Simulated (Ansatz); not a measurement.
Consider the ligand exchange at a Zn–Br bond: `[CH3][Zn][Br]` + `[SiH3]S` → `[CH3][Zn][S][SiH3]` + HBr.

Isolated molecules relaxed with PBE0-D4/def2-TZVP in Ansatz; ΔE leaves out vibrations. CCSD(T)/CBS adds triple-zeta CCSD(T) − MP2 to the extrapolated MP2 energy (def2 sets, frozen cores). DFT in def2-TZVPP. B3LYP here is the variant with VWN-RPA as its local correlation; programs differ in this. HSE06 is defined as in plane-wave codes. For Br, Zn outer-core shells are correlated without core-valence functions, which leaves a few kJ/mol of doubt a bond. Scalar relativity is left out up to krypton. One conformer a species, not always the lowest.

`[CH3][Zn][Br]`:

```xyz
6

C     0.322    0.700   -0.306
Zn   -0.428   -0.929    0.406
Br   -1.301   -2.827    1.235
H    -0.305    1.084   -1.113
H     1.323    0.515   -0.699
H     0.389    1.459    0.476
```

`[SiH3]S`:

Cartesian coordinates in Å:
```
Si -0.433 0.265 0.144
S 0.993 -1.326 0.162
H 0.188 1.562 0.514
H -1.444 -0.119 1.157
H -1.078 0.406 -1.187
H 1.774 -0.787 -0.790
```

`[CH3][Zn][S][SiH3]`:

Cartesian coordinates in Å:
```
C -0.947 1.186 -1.990
Zn 0.171 0.924 -0.436
S 1.449 0.679 1.310
Si 0.816 -1.267 1.884
H -1.944 0.777 -1.814
H -0.517 0.686 -2.860
H -1.046 2.249 -2.215
H 1.102 -2.283 0.834
H -0.644 -1.321 2.171
H 1.559 -1.631 3.116
```

HBr:

Cartesian coordinates in Å:
```
Br -0.031 -0.632 0.323
H 0.031 0.632 -0.323
```

```json
{"level": "PBE-D4", "ΔE (kJ/mol)": "45.3", "difference from CCSD(T)/CBS": "-6.3"}
{"level": "BLYP-D4", "ΔE (kJ/mol)": "48.0", "difference from CCSD(T)/CBS": "-3.6"}
{"level": "r2SCAN-D4", "ΔE (kJ/mol)": "49.6", "difference from CCSD(T)/CBS": "-2.0"}
{"level": "PBE0-D4", "ΔE (kJ/mol)": "49.9", "difference from CCSD(T)/CBS": "-1.7"}
{"level": "B3LYP-D4", "ΔE (kJ/mol)": "52.0", "difference from CCSD(T)/CBS": "0.4"}
{"level": "HSE06-D4", "ΔE (kJ/mol)": "50.1", "difference from CCSD(T)/CBS": "-1.5"}
{"level": "ωB97X-V", "ΔE (kJ/mol)": "54.1", "difference from CCSD(T)/CBS": "2.5"}
{"level": "PBE-QIDH", "ΔE (kJ/mol)": "52.5", "difference from CCSD(T)/CBS": "0.9"}
{"level": "revPBE", "ΔE (kJ/mol)": "50.2", "difference from CCSD(T)/CBS": "-1.4"}
{"level": "BLYP", "ΔE (kJ/mol)": "54.6", "difference from CCSD(T)/CBS": "3.0"}
{"level": "HSE06", "ΔE (kJ/mol)": "53.1", "difference from CCSD(T)/CBS": "1.5"}
{"level": "BHLYP", "ΔE (kJ/mol)": "63.0", "difference from CCSD(T)/CBS": "11.4"}
{"level": "MP2/def2-SVP", "ΔE (kJ/mol)": "51.9", "difference from CCSD(T)/CBS": "0.3"}
{"level": "SCS-MP2/def2-TZVPP", "ΔE (kJ/mol)": "50.7", "difference from CCSD(T)/CBS": "-0.9"}
{"level": "CCSD(T)/def2-TZVPP", "ΔE (kJ/mol)": "49.6", "difference from CCSD(T)/CBS": "-2.0"}
{"level": "CCSD/CBS(def2)", "ΔE (kJ/mol)": "55.7", "difference from CCSD(T)/CBS": "4.1"}
{"level": "CCSD(T)/CBS", "ΔE (kJ/mol)": "51.6", "difference from CCSD(T)/CBS": "0"}
```

Largest T1 diagnostic among the species: 0.013.

In def2-TZVPP, CCSD(T) changes the Hartree–Fock value by −24.6 kJ/mol (the triples alone add −4.1 kJ/mol) and MP2 by −27.5 kJ/mol. From r2SCAN to r2SCAN0 (25 % exact exchange), in def2-TZVPP and without D4, ΔE moves by +3.8 kJ/mol.
